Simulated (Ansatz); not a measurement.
A nudged elastic band was laid between two geometries of a periodic cell of 17 atoms, KRb16 (surface Rb(110), adsorbate K).

Method: DFT PBE, scalar-relativistic, plane waves, PAW in Ansatz 0.2.0. Settings: cutoff 420 eV, k mesh 2x2x1, gaussian smearing 0.15 eV, no spin polarisation.

```yaml
movable_images: 3
climbing_image: yes
spring: 5.0 eV/Å²
optimiser: fire
start_path: default
force_threshold: 0.05 eV/Å
iteration_limit: 50
end_points: relaxed
atoms_held: 1 to 4
largest_step: 1.0 Å
```

Image 0:

```xyz
17
Lattice="11.1800 0.0000 0.0000 5.5900 7.9055 0.0000 0.0000 0.0000 24.8582" Properties=species:S:1:pos:R:3
Rb 0.000 3.953 1.000
Rb 5.590 3.953 1.000
Rb 2.795 7.905 1.000
Rb 8.385 7.905 1.000
Rb -0.026 0.012 5.029
Rb 5.615 0.012 5.033
Rb 2.794 3.962 5.040
Rb 8.385 3.966 5.104
Rb 0.088 3.997 9.067
Rb 5.499 3.992 9.065
Rb 2.798 7.993 8.982
Rb 8.379 7.887 8.888
Rb 0.151 0.110 12.900
Rb 5.434 0.106 12.886
Rb 2.796 4.207 13.389
Rb 8.381 3.965 13.006
K 8.372 0.622 16.436
```

Image 4:

```xyz
17
Lattice="11.1800 0.0000 0.0000 5.5900 7.9055 0.0000 0.0000 0.0000 24.8582" Properties=species:S:1:pos:R:3
Rb 0.000 3.953 1.000
Rb 5.590 3.953 1.000
Rb 2.795 7.905 1.000
Rb 8.385 7.905 1.000
Rb -0.001 0.010 5.040
Rb 5.590 0.013 5.104
Rb 2.769 3.964 5.029
Rb 8.410 3.965 5.033
Rb 0.003 4.040 8.982
Rb 5.584 3.935 8.888
Rb 2.883 7.949 9.067
Rb 8.294 7.945 9.065
Rb 0.001 0.255 13.389
Rb 5.586 0.012 13.006
Rb 2.946 4.063 12.900
Rb 8.229 4.058 12.886
K 11.167 4.575 16.436
```

What changes between the two ends?

The atom that moves furthest is K17, by 4.84 Å.

Give the energies along the band, and the barrier.

The forces met the threshold. The highest image is number 2 of 0 to 4, 0.038 eV above the ends, which have the same energy within 2 meV. The order of the stationary point at the top wasn't checked. Limits of this set-up: coarse k mesh, slab without dipole correction.

| image | path coordinate (Å) | energy (eV) |
| --- | --- | --- |
| 0 | 0.00 | 0.000 |
| 1 | 1.22 | 0.026 |
| 2 | 2.45 | 0.038 |
| 3 | 4.14 | 0.003 |
| 4 | 5.84 | 0.000 |

What is the geometry of the highest image?


```xyz
17
Lattice="11.1800 0.0000 0.0000 5.5900 7.9055 0.0000 0.0000 0.0000 24.8582" Properties=species:S:1:pos:R:3
Rb 0.000 3.953 1.000
Rb 5.590 3.953 1.000
Rb 2.795 7.905 1.000
Rb 8.385 7.905 1.000
Rb -0.006 0.033 5.137
Rb 5.591 -0.008 4.986
Rb 2.813 3.967 4.946
Rb 8.359 3.967 5.122
Rb 0.198 3.851 8.921
Rb 5.363 4.149 9.019
Rb 2.580 8.099 9.020
Rb 8.599 7.832 9.057
Rb -0.063 -0.082 12.785
Rb 5.763 0.203 13.463
Rb 2.590 3.920 13.349
Rb 8.471 4.157 12.635
K 9.724 2.191 16.454
```

The band took 17 iterations and of the order of 12 core-minutes.

Time of the run: 3.9 min on 4 threads of AMD EPYC 9R45 96-Core Processor (Zen 5) (shared host), peak memory 6.7 GiB.
